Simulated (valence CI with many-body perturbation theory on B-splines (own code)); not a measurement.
# Ladder of approximations for Nb²⁸⁺

Calculated by relativistic CI+MBPT: three valence electrons over a frozen Dirac-Fock core [Ne], a basis of 11 s, 11 p, 9 d, 7 f, 5 g, 2 h, 1 i functions for each j, with the one-electron correlation potential Σ1 (screened to all orders), the two-electron term Σ2, the three-electron term Σ3, Breit, model QED; selected single and double excitations, second order for the rest (own B-spline code, finite nucleus).

No measured spectrum was set against this ion. As an estimate, large intervals hold to a few tenths of a per cent, small ones and those within an open d or f shell to about a per cent.

Each rung adds one term. CI alone is the Dirac-Coulomb CI over the frozen core; QED comes last and gives the full result, which names the levels. Energies are above 3s2 3p 2P°_1/2 on the same rung, in cm⁻¹.

Names give the largest LS component (configuration and term), which can be under half, so a name can repeat, a term be missing and a line seem to break the LS rules; names also repeat where a configuration has a term twice.

| Level | CI alone |
| --- | --- |
| 3s2 3p 2P°_3/2 | 184402 |
| 3s 3p2 4P_1/2 | 519215 |
| 3s 3p2 4P_3/2 | 632504 |
| 3s 3p2 4P_5/2 | 686347 |
| 3s 3p2 2D_3/2 | 777535 |
| 3s 3p2 2P_1/2 | 855844 |
| 3s 3p2 2D_5/2 | 861277 |
| 3s 3p2 2P_3/2 | 1034310 |
| 3s 3p2 2S_1/2 | 1039700 |
| 3s2 3d 2D_3/2 | 1102130 |
| 3s2 3d 2D_5/2 | 1117270 |
| 3p3 2D°_3/2 | 1347250 |
| 3s 3p 3d 4F°_3/2 | 1442180 |
| 3p3 2D°_5/2 | 1445960 |
| 3p3 4S°_3/2 | 1479730 |
| 3s 3p 3d 4F°_5/2 | 1492830 |

Task: What do these energies become with core correlation, Breit and QED?

Result: 3s2 3p 2P°_3/2 181972 (-2430); 3s 3p2 4P_1/2 517940 (-1274); 3s 3p2 4P_3/2 629831 (-2672); 3s 3p2 4P_5/2 682265 (-4082); 3s 3p2 2D_3/2 772647 (-4888); 3s 3p2 2P_1/2 848123 (-7721); 3s 3p2 2D_5/2 855280 (-5997); 3s 3p2 2P_3/2 1023840 (-10465); 3s 3p2 2S_1/2 1030800 (-8898); 3s2 3d 2D_3/2 1090800 (-11334); 3s2 3d 2D_5/2 1105350 (-11921); 3p3 2D°_3/2 1339260 (-7997); 3s 3p 3d 4F°_3/2 1434160 (-8020); 3p3 2D°_5/2 1437620 (-8340); 3p3 4S°_3/2 1469440 (-10289); 3s 3p 3d 4F°_5/2 1483490 (-9345).

Task: How does the ionisation energy move along the ladder, and which term matters most?

Result: CI alone 1501.8, + Σ1 1502.8, + Σ2 1502.6, + Σ3 1502.5, + Breit 1501.4, + QED 1501.5 eV. The largest step is Breit, -1.1 eV. NIST lists 1488 ± 7 eV (semi-empirical).
